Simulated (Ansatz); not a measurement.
Ansatz (a first-principles code) input (PBE0/def2-TZVP):

Ansatz 0.2 input:
```yaml
crystal:
  periodic: [false, false, false]
  atoms:
    - {symbol: Re, position_ang: [0.02457323, -0.00454314, 0.02937553]}
    - {symbol: O, position_ang: [1.36280435, 0.14994258, -1.28422307]}
    - {symbol: H, position_ang: [1.60808627, 0.95355606, -1.75731350]}
    - {symbol: O, position_ang: [-1.52326197, -0.27607588, 1.06414399]}
    - {symbol: H, position_ang: [-2.16741792, 0.39624575, 1.31478142]}
basis:
  gaussian:
    orbitals: def2-TZVP
hamiltonian:
  xc: {name: PBE0}
magnetization: {spin_polarized: true, initial_magnetization: 3}
relax: {f_tol: 0.003, max_steps: 100}
```

End of the output:

```
integrals: 0.03 GiB planned
785 factors; their error is unknown
mean field: 0.43 GiB planned
mean field evaluation 224: about -6253.6145 eV, gradient 6.9e-3 eV
mean field evaluation 256: about -6252.8335 eV, gradient 4.7e0 eV
mean field -6253.61450128 eV, -229.8160940697 hartree, gradient 6.6e-6 eV, S^2 3.771088; 7 other end points of the search recorded, 0 dependent functions left out
the calculation of the forces begins
reference -6253.61453365 eV, -229.8160952593 hartree; 18, 15 occupied and 96, 99 virtual orbitals, 785 factors
Total energy: -6253.61453365 eV, -229.8160952593 hartree
Atom 0 at    -0.008862     0.015370    -0.008103 Å, force     0.000108    -0.000227     0.000090 eV/Å
Atom 1 at     1.367563     0.153390    -1.267299 Å, force     0.000126     0.000687    -0.000355 eV/Å
Atom 2 at     1.621773     0.940407    -1.756904 Å, force    -0.000051    -0.000555     0.000209 eV/Å
Atom 3 at    -1.508401    -0.271136     1.072854 Å, force    -0.000498     0.000595     0.000129 eV/Å
Atom 4 at    -2.167289     0.381094     1.326217 Å, force     0.000315    -0.000500    -0.000072 eV/Å
Dipole moment:    -0.126914     0.444255    -0.075381 e Å
```

The spin state was set by rule; other spins were not relaxed.
